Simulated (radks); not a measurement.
Valence configurations of the scandium ion Sc+ (all share [Ar]). Method: scalar-relativistic Kohn-Sham, LDA (Slater exchange, Perdew-Wang correlation), spin-polarised, spherical densities, finite nucleus; open shells are filled with parallel spins first; Fermi nuclear charge, rms radius 3.5459 fm; computed with a radial shooting solver on a logarithmic mesh with Libxc functionals. Order these by energy: 4s2; 3d2; 3d1.5 4s0.5; 4p2; 3d1 4s1; 3d1 4s0.5 4p0.5; 4s0.5 4p1.5; 4s1.5 4p0.5; 3d1 4p1; 4s1 4p1.

Answer. From the lowest, in eV above it: 3d1 4s1 0.000; 3d1.5 4s0.5 0.104; 3d2 0.587; 3d1 4s0.5 4p0.5 1.791; 4s2 2.122; 3d1 4p1 3.584; 4s1.5 4p0.5 3.917; 4s1 4p1 5.363; 4s0.5 4p1.5 7.384; 4p2 9.417. NIST lists [Ar] 3d1 4s1 as the ground configuration; this level of theory agrees among the configurations tried. The energies are those of spherical high-spin densities, not of single terms.
